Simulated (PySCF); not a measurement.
CF6Si, SMILES FC(F)(F)[Si](F)(F)F. Heavy atoms are numbered as in [F:1][C:2]([F:3])([F:4])[Si:5]([F:6])([F:7])[F:8].

The structure is a stationary point at B3LYP-D3(BJ)/def2-SVP.

Method: PySCF with HF/pcSseg-1.

GIAO shieldings, no solvent; atoms alike by connectivity are averaged. δ = σ(ref) − σ: ¹⁹F against CFCl3 (σ = 238.5 ppm); ¹³C against TMS (σ = 192.6 ppm); ²⁹Si against TMS (σ = 393.8 ppm), references at their B3LYP-D3(BJ)/def2-TZVP geometries, non-relativistic.

```tsv
atoms	nucleus	count	δ (ppm)
F1	¹⁹F	3	-58.1
F6	¹⁹F	3	-126.0
C2	¹³C	1	[?]
Si5	²⁹Si	1	[?]
```

Question: Complete the blanks. (The exact figures need the calculation; the answer reports its results.)

Answer: 
- Si5, δ (ppm): -92.0
- C2, δ (ppm): 112.7
